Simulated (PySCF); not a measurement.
Compound: C₆H₈N₂.
Numbering: `[CH3:1][NH:2][c:3]1[cH:4][cH:5][cH:6][cH:7][n:8]1` (hydrogens: H9, H10, H11 on C1; H12 on N2; H13 on C4; H14 on C5; H15 on C6; H16 on C7)

Cartesian coordinates in Å at the GFN2-xTB level; atoms count from 1:
```
atom  x, y, z in Å
C1     2.5869    0.2394   -0.1233
N2     1.4568   -0.3544   -0.7862
C3     0.1709   -0.2432   -0.3532
C4    -0.2332    0.6870    0.6176
C5    -1.5702    0.7497    0.9459
C6    -2.4713   -0.1017    0.3169
C7    -1.9715   -0.9860   -0.6220
N8    -0.6951   -1.0655   -0.9517
H9     2.6955   -0.1113    0.9103
H10    3.4905   -0.0128   -0.6729
H11    2.4876    1.3268   -0.1112
H12    1.6200   -1.1561   -1.3741
H13    0.4839    1.3354    1.0940
H14   -1.9129    1.4558    1.6896
H15   -3.5233   -0.0768    0.5517
H16   -2.6221   -1.6774   -1.1428
```

Theory: PySCF, TDDFT CAM-B3LYP/def2-SVPD, vertical, gas phase, core orbitals frozen in the response.

Transition dipole moments from the ground state, in atomic units and in the frame of the coordinates above (overall signs are arbitrary), for the states with f of 0.002 or more among the lowest 8:

```tsv
state	E (eV)	μx	μy	μz
S1	4.716	-0.642	-0.449	-0.309
S2	5.385	0.035	-0.104	0.126
S3	5.724	-1.145	0.229	0.349
S4	5.859	0.555	-0.062	-0.278
S7	6.660	-0.066	0.298	-0.309
S8	7.090	-0.859	0.405	0.478
```

Task: Work out the oscillator strengths.

Result: f = (2/3) ΔE |μ|² with ΔE in hartree (27.2114 eV).

```
state  |μ|² (au)  |μ| (D)      f
   S1      0.709     2.14  0.082
   S2      0.028     0.42  0.004
   S3      1.485     3.10  0.208
   S4      0.389     1.59  0.056
   S7      0.189     1.11  0.031
   S8      1.130     2.70  0.196
```

Task: What angle do the transition dipoles of S1 and S7 make?

Result: |cos θ| = |μa·μb| / (|μa| |μb|) = 0.01, so θ ≈ 89° (taken between 0 and 90°, since the signs are arbitrary).

Task: How is the summed strength of these states shared among x, y and z?

Result: (2/3) Σ ΔE μα² gives 0.405 for x, 0.076 for y and 0.097 for z, 0.577 in all.

Task: What peak molar absorption coefficient would the strongest computed level give as a lone Gaussian band 0.3 eV wide at half height?

Result: ε(max) = 2.175×10⁸ f / FWHM, with the width in cm⁻¹. S3: 2.175×10⁸ × 0.2082 / 2420 ≈ 19000 L mol⁻¹ cm⁻¹.

One conformer stands for the species.
